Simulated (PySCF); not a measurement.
Te(Br)(Et) (C2H5BrTe), SMILES Br[Te]CC.

Coordinates come from a B3LYP-D3(BJ)/def2-SVP optimisation. The def2 effective core potentials stand for the cores of Te; spin–orbit coupling is left out. One conformer was computed; it need not be the lowest.

Computed with TDDFT-PBE/def2-SVPD (PySCF 2.14.0).

Vertical excitations. 

```tsv
state	energy (eV)	λ (nm)	f	main pairs
S1	1.95	636	0.001	HOMO→LUMO 101 %
S2	3.64	340	0.005	HOMO−1→LUMO 99 %
S3	3.94	315	0.000	HOMO→LUMO+1 99 %
S4	4.13	300	0.001	HOMO−2→LUMO 100 %
S5	4.66	266	0.006	HOMO−3→LUMO 98 %
S6	4.98	249	0.038	HOMO→LUMO+2 100 %
S7	5.40	230	0.008	HOMO−4→LUMO 67 %, HOMO−5→LUMO 26 %
S8	5.42	229	0.005	HOMO→LUMO+3 100 %
S9	5.65	219	0.038	HOMO→LUMO+4 90 %
S10	5.74	216	0.016	HOMO→LUMO+5 54 %, HOMO−1→LUMO+1 34 %
T1	1.34	923	0	HOMO→LUMO 100 %
T2	3.18	390	0	HOMO−1→LUMO 100 %
T3	3.45	359	0	HOMO→LUMO+1 100 %
T4	3.66	338	0	HOMO−2→LUMO 100 %
```
Triplets are in the Tamm–Dancoff approximation, which puts them higher than full response would, so one can lie above its singlet here.
